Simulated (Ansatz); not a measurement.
`ClC1(Cl)O[SiH2]1` + H₂ → `ClC1O[SiH2]1` + HCl at 600 K and 1 bar (hydrogenolysis of a C–Cl bond).

Isolated molecules relaxed with PBE0-D4/def2-TZVP in Ansatz; ΔE leaves out vibrations. CBS: MP2 limit from def2 TZ/QZ plus the TZ coupled-cluster correction, frozen cores. This one scheme is used for every species.

```
           species  CCSD(T)/CBS energy (Eh)  H − E (kJ/mol)  S (J/(mol·K))
`ClC1(Cl)O[SiH2]1`              -1323.02968           125.6          401.1
                H₂                 -1.17544            43.9          150.8
    `ClC1O[SiH2]1`               -863.85581           143.6          361.6
               HCl               -460.38127            35.4          207.2
```

H − E and S are ideal-gas, rigid-rotor, harmonic terms from PBE0-D4/def2-TZVP, for one conformer and one mirror image of each species. The MP2-based limit puts H₂ 0.8 mEh under its directly extrapolated value; such offsets cancel only in part. 1 Eh = 2625.50 kJ/mol, R = 8.31446 J/(mol·K).

Q: By hand: ΔE, ΔH, ΔS and ΔG.

A: ΔE = (-863.85581) + (-460.38127) − (-1323.02968) − (-1.17544) = -0.03196 Eh = -83.9 kJ/mol. Δ(H − E) = 143.6 + 35.4 − 125.6 − 43.9 = 9.5, so ΔH = -74.4 kJ/mol. ΔS = 361.6 + 207.2 − 401.1 − 150.8 = 16.9 J/(mol·K). ΔG = -74.4 − 600 × (16.9)/1000 = -84.5 kJ/mol.

Q: By hand: the equilibrium constant, and the temperature at which ΔG would vanish if ΔH and ΔS stayed fixed.

A: log₁₀ K = −ΔG/(RT ln 10) = 7.4. ΔH and −TΔS have one sign here, so there is no such temperature.

ΔH outweighs TΔS. A doubt of 5 kJ/mol in ΔE shifts log₁₀ K by 0.4 here. Other conformers and mirror images would add mixing entropy, several J/(mol·K) or more a flexible species. These are equilibria of isolated gas molecules and say nothing of rates. Largest T1 diagnostic: 0.014 (customary marks: 0.02 for closed shells, 0.045 for open ones).
